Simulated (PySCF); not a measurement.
# Two-dimensional NMR puzzle

Compound of formula C₅H₁₁NSi. Correlations simulated from computed shifts and the bond graph:

HSQC (one-bond C–H):
```csv
δH,δC
2.66,40.7
2.10,6.0
```

HMBC (two and three bonds, from the bond graph):
```csv
δH,δC
4.90,"112.5, 84.2, 40.7"
2.66,40.7
2.10,"112.5, 84.2"
```

Carbons without hydrogens: δ 112.5, 84.2.

One averaged value for each set of equivalent atoms, no solvent model, one computed conformer, non-relativistic. GFN2-xTB structure; NMR shieldings at PBE0/pcSseg-1/GIAO; PySCF.

Scale: ¹H and ¹³C vs TMS (reference shieldings calculated alike).

Exchangeable hydrogens are left out of these lists.

**Question.** Assemble the structure.

**Answer.** `C(#CC)[SiH2]N(C)C`.

Atom-mapped SMILES (the numbers label the heavy atoms): `[CH3:1][C:2]#[C:3][SiH2:4][N:5]([CH3:6])[CH3:7]`. Each H is labelled by its parent atom.

- δC 112.5 is C2, an alkyne carbon.
- δC 84.2 is C3, an alkyne carbon.
- δC 40.7 is C6/C7, a methyl carbon bonded to N (δH 2.66).
- δC 6.0 is C1, a propargylic methyl carbon (δH 2.10).
- HMBC from δH 4.90 reaches the proton-free carbons C2, C3.
- HMBC from δH 2.10 reaches the proton-free carbons C2, C3.

This is the structure that produced the data.

Shifts are as computed. Against solution values, carbons near 30 ppm lie about +3 ppm off and those near 130 ppm about +5 ppm. Of 1211 compounds with measured shifts, 218 miss one by over three times the rms of a fit or turn the order of signals round; such compounds aren't used in these exercises.
